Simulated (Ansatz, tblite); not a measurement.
Adding an electron: (4-methoxyphenyl)phenyliodonium, `COc1ccc([I+]c2ccccc2)cc1`. Charge 1, multiplicity 1. Geometry: PBE-D4/def2-SVP. Ansatz, gas phase; energy differences of separate SCF runs; the reduced species was run as a doublet alone.

In the def2 sets I takes a core potential; there is no spin–orbit coupling. The xTB rows come from tblite.

(1) Estimate orbital energies and vertical electron affinities at: GFN1-xTB; GFN2-xTB; PBE-D4/def2-SVP; PBE0-D4/def2-SVP.

Results:

(1) 
```
           level  −HOMO (eV)  −LUMO (eV)  vertical EA (eV)  HOMO–LUMO gap (eV)
        GFN1-xTB       15.15       12.24              9.87                2.91
        GFN2-xTB       14.17       11.44              9.19                2.73
 PBE-D4/def2-SVP        9.13        6.43              4.24                2.70
PBE0-D4/def2-SVP       10.20        5.66              4.26                4.54
```

Relaxing the reduced species (PBE-D4/def2-SVP) changes its energy by -1.10 eV at PBE-D4/def2-SVP, so the adiabatic electron affinity to this nearest minimum is 5.34 eV. On the way the bond I7–C8 breaks. At PBE0-D4/def2-SVP it is 5.57 eV.   Raw xTB energy differences between charge states are shifted by several eV; the methods need an empirical correction for them.
